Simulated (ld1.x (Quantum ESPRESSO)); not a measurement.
# Before and after: TM potential for Ir

ld1.x (Quantum ESPRESSO) 7.5 input, shortened:

```
&input
   title='Ir', zed=77., rel=2, dft='PBE', iswitch=3,
   config='[Xe] 4f14 5d7 6s2 6p0', rel_dist='average'
 /
 &inputp
   pseudotype=2, tm=.true., lloc=1,
   nlcc=.true., new_core_ps=.true.
 /
3
6S  1  0   2.00   0.00  1.80  1.80  0.0
5D  3  2   7.00   0.00  1.90  1.90  0.0
6P  2  1   0.00   0.00  3.50  3.50  0.0
 &test
   configts(1)='5d7 6s2 6p0'
 /
```

Open shells are filled in proportion to 2j + 1 (rel_dist='average').

Change: wave 6s (bound): rc 1.80 bohr becomes 6s (bound): rc 2.36 bohr.

Cutoffs: the cutoffs (Ry, on a coarse ladder) from which the occupation-weighted sum of valence levels, in a spherical-Bessel basis at the reference potential, stays within 10 and 1 mRy of its value at 400 Ry; they do not see the model core or the augmentation charge, which bear on the density cutoff. Errors are all-electron minus pseudo energies relative to the spin-unpolarised reference configuration.

**Question.** Predict the effect on cutoff, ghosts and configuration errors.

**Answer.** The potential gets softer (40 Ry and 80 Ry → 40 Ry and 50 Ry); the number of tests with a reliable result goes from 7 to 6; of the 6 tests that both files solve, the error grows in 2 and shrinks in 0 by more than 15 % and 0.3 meV (median size 115.6 → 125.8 meV); neither file shows a bound ghost. A larger radius leaves more room for a smooth pseudo-wave, so fewer plane waves are needed.

```tsv
quantity	base	changed
cutoff, loose	40 Ry	40 Ry
cutoff, tight	80 Ry	50 Ry
loose cutoff by channel (10 mRy a level)	s 21 Ry, d 35 Ry	s 8 Ry, d 35 Ry
bound ghosts	none	none
tests with a reliable result	7 of 7	6 of 7
error for 5d7 6s1 6p0, meV [ΔE 9.89 eV]	-5.3	-11
error for 5d7 6s0 6p0, meV [ΔE 27.36 eV]	-47	-68
error for 5d6 6s0 6p0, meV [ΔE 57.90 eV]	-328	-285
error for 5d5 6s0 6p0, meV [ΔE 101.45 eV]	-1051	-920
error for 5d6 6s2 6p1, meV [ΔE 7.10 eV]	-140	-157
error for 5d7 6s0 6p2, meV [ΔE 10.89 eV]	-91	-95
s: phases at 3.81 bohr within 0.05 rad from the reference energy up to (Ry; the scan ends near 5)	0.7	0.7
p1/2: phases at 3.81 bohr within 0.05 rad from the reference energy up to (Ry; the scan ends near 5)	n/a	n/a
p3/2: phases at 3.81 bohr within 0.05 rad from the reference energy up to (Ry; the scan ends near 5)	n/a	n/a
d3/2: phases at 3.81 bohr within 0.05 rad from the reference energy up to (Ry; the scan ends near 5)	0.3	0.3
d5/2: phases at 3.81 bohr within 0.05 rad from the reference energy up to (Ry; the scan ends near 5)	0.4	0.4
```
